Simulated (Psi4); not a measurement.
Psi4 input (wB97X-D/6-311+G**):

```
memory 1500 MB

molecule {
0 2
B    -0.00000000   -0.00000000   -0.73975084
O     0.00000000    0.00000000    0.46234428
symmetry c1
no_reorient
no_com
}

set {
  basis 6-311+G**
  reference uks
  scf_type pk
  dft_radial_points 99
  dft_spherical_points 590
  e_convergence 1e-8
  d_convergence 1e-7
  maxiter 150
}

e = energy('wb97x-d')
print_out(f'\nFINAL {e:.10f} DIPOLE {variable("CURRENT DIPOLE")[0]:.6f} {variable("CURRENT DIPOLE")[1]:.6f} {variable("CURRENT DIPOLE")[2]:.6f}\n')
```

Q: What final total energy does it give?

A: -100.01718 Eh.
